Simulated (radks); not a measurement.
The lutetium ion Lu+ inside a hard spherical wall (all orbitals vanish at R), configuration held at [Xe] 4f14 6s2 and not refilled when levels cross. Calculated with a radial shooting solver on a logarithmic mesh with Libxc functionals: scalar-relativistic Kohn-Sham, LDA (Slater exchange, Perdew-Wang correlation), spin-polarised, spherical densities, point nucleus. Eigenvalues in eV for spin up, with the zero of energy where the potential of the charges vanishes at infinity; a dash marks a level that is unbound or too diffuse for the functional's potential to be trusted. A positive occupied level is held by the wall or, in an anion where self-interaction has pushed it up, behind a barrier. The pressure on the wall is -dE/dV.

R (bohr)	E (hartree)	kinetic (hartree)	e(5s)	e(5p)	e(4f)	e(6s)	e(5d, empty)	e(6p, empty)	pressure (GPa)
free	-14554.3209	15901.652	-70.215	-40.652	-18.770	-11.288	-9.469	-6.678	0
20	-14554.3209	15901.652	-70.215	-40.652	-18.770	-11.288	-9.469	-6.678	< 0.0001
15	-14554.3209	15901.652	-70.215	-40.652	-18.770	-11.288	-9.469	-6.678	< 0.0001
8	-14554.3188	15901.676	-70.112	-40.551	-18.667	-11.197	-9.378	-6.404	0.114
7	-14554.3120	15901.733	-69.898	-40.343	-18.452	-10.983	-9.186	-5.921	0.590
4	-14553.8374	15903.956	-65.590	-36.242	-13.970	-2.482	-4.192	7.732	97.5
3	-14552.1421	15910.865	-58.437	-29.123	-5.725	20.333	6.407	38.353	951
2.5	-14548.9530	15923.189	-48.935	-18.667	5.611	55.226	21.654	80.817	3900
